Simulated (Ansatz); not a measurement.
Consider the redistribution: `[CH3][Mg][O][SiH3]` + `[NH2][Al]([NH2])[OH]` → `[CH3][Mg][OH]` + `[NH2][Al]([NH2])[O][SiH3]`.

Gas-phase electronic energies from Ansatz, PBE0-D4/def2-TZVP geometries. CCSD(T)/CBS is the MP2 limit (def2-TZVPP, def2-QZVPP) plus CCSD(T) − MP2 in def2-TZVPP, frozen cores. This one scheme is used for every species. Functionals use def2-TZVPP. For Mg outer-core shells are correlated without core-valence functions, which leaves a few kJ/mol of doubt a bond. Each species was taken in one conformer, which may not be the lowest.

`[CH3][Mg][O][SiH3]`:

```xyz
10

C    -2.495   -0.679   -1.147
Mg   -0.670   -0.183   -0.309
O     0.917    0.250    0.420
Si    2.336    0.636    1.074
H    -2.443   -0.697   -2.240
H    -3.273    0.038   -0.870
H    -2.832   -1.668   -0.821
H     2.856    1.928    0.534
H     2.235    0.783    2.557
H     3.369   -0.408    0.801
```

`[NH2][Al]([NH2])[OH]`:

```xyz
9

N    -0.009   -1.495    0.838
Al   -0.031    0.155    0.216
N     0.136    0.487   -1.512
O    -0.220    1.395    1.360
H     0.096   -2.330    0.289
H    -0.102   -1.723    1.814
H     0.248   -0.215   -2.224
H     0.133    1.402   -1.930
H    -0.250    2.325    1.149
```

`[CH3][Mg][OH]`:

Cartesian coordinates in Å:
```
C 0.559 1.213 -0.233
Mg -0.297 -0.642 0.123
O -1.027 -2.220 0.424
H 0.267 1.943 0.528
H 0.255 1.616 -1.203
H 1.651 1.159 -0.230
H -1.409 -3.069 0.591
```

`[NH2][Al]([NH2])[O][SiH3]`:

```xyz
12

N     1.505    1.739   -0.023
Al    0.355    0.524   -0.574
N    -0.090    0.358   -2.271
O    -0.342   -0.513    0.556
Si   -1.013   -1.503    1.642
H     1.978    2.407   -0.607
H     1.778    1.859    0.938
H     0.263    0.920   -3.027
H    -0.744   -0.323   -2.617
H    -1.217   -0.798    2.938
H    -2.336   -1.989    1.162
H    -0.138   -2.683    1.882
```

| level | ΔE (kJ/mol) |
| --- | --- |
| ωB97X-V | 7.4 |
| PBE-QIDH | 9.7 |
| HF/def2-TZVPP | 5.5 |
| MP2/CBS(def2) | 11.3 |

Problem. What does CCSD(T)/CBS give? (An estimate is asked.)

Solution. Ansatz gave: +12.0 kJ/mol. The listed levels differ from it by -4.6, -2.3, -6.5, -0.7 kJ/mol.

Largest T1 diagnostic among the species: 0.011.

In def2-TZVPP, CCSD(T) changes the Hartree–Fock value by +4.9 kJ/mol (the triples alone add +1.1 kJ/mol) and MP2 by +4.2 kJ/mol. At CCSD(T), def2-SVP lies −4.4 kJ/mol from the extrapolated value and def2-TZVPP −1.6 kJ/mol.
